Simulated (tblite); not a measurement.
Species: C8H9O2 (charge -1).
Structure used (GFN2-xTB), in Å, numbered top down from 1:
```
atom  x, y, z in Å
C1     3.9122    0.3649    0.2873
C2     2.8352   -0.0581   -0.0215
C3     1.5326   -0.5430   -0.4165
C4     0.4496    0.5368   -0.2482
C5    -0.8645    0.0742   -0.8175
C6    -1.2878    0.5089   -2.0049
C7    -1.6541   -0.8123    0.0524
C8    -2.2802    0.0618    1.2788
O9    -3.5005    0.1959    1.2359
O10   -1.4551    0.4569    2.1040
H11    4.8510    0.7359    0.5735
H12    1.5757   -0.8559   -1.4667
H13    1.2778   -1.4162    0.1900
H14    0.7806    1.4515   -0.7484
H15    0.2970    0.7431    0.8150
H16   -2.2334    0.1997   -2.4194
H17   -0.7197    1.2167   -2.5904
H18   -2.4870   -1.2740   -0.4784
H19   -1.0392   -1.5777    0.5295
```

Computed values, GFN2-xTB/tblite, gas phase, harmonic and unscaled. The method is semi-empirical: single wavenumbers can be off by several per cent or more. One conformer, not necessarily the lowest.

Harmonic wavenumbers (cm⁻¹): 40.5, 45.8, 59.9, 98.0, 119.9, 177.3, 209.6, 297.3, 349.8, 393.5, 445.8, 449.4, 547.4, 599.0, 623.4, 643.8, 675.8, 732.3, 789.3, 802.8, 815.0, 907.8, 936.1, 981.5, 998.0, 1026.8, 1059.7, 1097.6, 1130.2, 1176.0, 1237.1, 1252.7, 1279.4, 1326.8, 1334.9, 1426.2, 1448.8, 1466.0, 1476.6, 1687.2, 1828.3, 2288.9, 2912.5, 2949.5, 2955.6, 2961.2, 2964.4, 2987.3, 3059.4, 3097.5, 3387.5.

A = 2469, B = 680.5, C = 575.2 MHz; mass 137.060 u (most abundant isotopes); point group C1, symmetry number 1.

Question: Zero-point energy?

Answer: Half the sum of the wavenumbers: 31779 cm⁻¹ = 90.86 kcal/mol.

Question: Give the ideal-gas entropy at 500 K and 1 bar in the rigid-rotor, harmonic-oscillator model (classical rotation).

Answer: Translation 43.25, rotation 31.73, vibration 56.56: S = 131.5 cal/(mol K).

Question: And Cp and H(500 K) − H(0)?

Answer: Cp = 59.35 cal/(mol K), of which vibrations give 51.40 (their classical limit is 51 R = 101.3); H(500 K) − H(0) = 17.75 kcal/mol without the zero-point energy, 13.78 from vibrations.

Question: Blend soft modes into free rotors: weight 1/[1 + (100 cm⁻¹/ν̃)⁴] for the oscillator and the rest for a rotor with moment μB/(μ + B), μ = h/(8π²ν), B = 10⁻⁴⁴ kg m². What vibrational entropy results?

Answer: 50.46 cal/(mol K) in place of 56.56, which changes −T·S at 500 K by +3.05 kcal/mol.

Question: How do the functions run with temperature in this model?

Answer: 
```
 T (K)  S (cal/(mol K))  Cp (cal/(mol K))  H − H(0) (kcal/mol)  G − H(0) (kcal/mol)  ln q(vib)
    50             62.1              15.4                 0.57                -2.53       0.98
   100             74.4              20.6                 1.47                -5.97       2.73
298.15            105.7              41.0                 7.52               -24.01       8.86
373.15            115.8              48.5                10.88               -32.32      11.02
   750            158.6              74.2                34.59               -84.40      21.27
  1000            181.4              83.7                54.40              -126.98      27.39
```

q(vib) and H(0) count from the zero-point level.

Question: Which modes carry the vibrational entropy at 500 K?

Answer: 40.5 cm⁻¹: 6.26; 45.8 cm⁻¹: 6.02; 59.9 cm⁻¹: 5.48; 98.0 cm⁻¹: 4.51; 119.9 cm⁻¹: 4.11; 177.3 cm⁻¹: 3.35 cal/(mol K); the other 45 give 26.84 together.

Hindered rotation and anharmonicity are outside this model. Other conformers, if any are populated, would add a mixing term that is left out. The structure is chiral; the term R ln 2 for an equal mix with its mirror image is left out.

On Intel Xeon, one thread (shared host), this took 1.3 s. The figure is for the frequency step alone.
